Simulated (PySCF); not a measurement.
Atom-mapped SMILES (the numbers label the heavy atoms): `[N:1]#[C:2][CH2:3][c:4]1[cH:5][cH:6][c:7]([F:8])[cH:9][cH:10]1`. Each H is labelled by its parent atom.

Level of theory: NMR shieldings at PBE0/pcSseg-1/GIAO, coordinates at the GFN2-xTB level, in PySCF 2.14.0 with density-fitted response routines (averaged over atoms made equivalent by symmetry, fast rotation or ring inversion, one conformer, in vacuum, non-relativistic).

Scale: 13C (σref 186.93) and 1H (σref 31.72) against TMS; NH3 for 15N (σref 267.73); 19F (σref 170.95) vs CFCl3 (reference shieldings calculated alike).

| atoms | nucleus | count | Hirshfeld charge | δ (ppm) |
| --- | --- | --- | --- | --- |
| C6/C9 | 13C | 2 | -0.06 | 122.6 |
| H(C3) | 1H | 2 | 0.07 | ? |
| N1 | 15N | 1 | -0.23 | ? |
| H(C5)/H(C10) | 1H | 2 | 0.06 | 7.61 |
| C3 | 13C | 1 | -0.04 | 24.8 |
| C7 | 13C | 1 | 0.09 | 172.8 |
| C5/C10 | 13C | 2 | -0.04 | 136.7 |
| H(C6)/H(C9) | 1H | 2 | 0.06 | 7.44 |
| F8 | 19F | 1 | -0.08 | -114.8 |
| C2 | 13C | 1 | 0.08 | 122.1 |
| C4 | 13C | 1 | 0.00 | ? |

Task: Estimate the values marked ?.

Result: 
- C4: 133.2 ppm, substituted aromatic carbon
- H(C3): 3.42 ppm, hydrogen on an sp3 CH2 on an aromatic ring
- N1: 303.5 ppm, nitrile nitrogen

Shifts are as computed. Against solution values, carbons near 30 ppm lie about +3 ppm off and those near 130 ppm about +5 ppm. Of 1211 compounds with measured shifts, 218 miss one by over three times the rms of a fit or turn the order of signals round; such compounds aren't used in these exercises. Unscaled 19F shifts against computed CFCl3 carry errors that often reach 10 to 50 ppm. Experimental scales use liquid or dissolved standards, which lie at an offset from isolated NH3 (liquid NH3: subtract about 20 ppm). Unscaled 15N shifts of sp2 nitrogen come out 20 to 40 ppm too high even then.
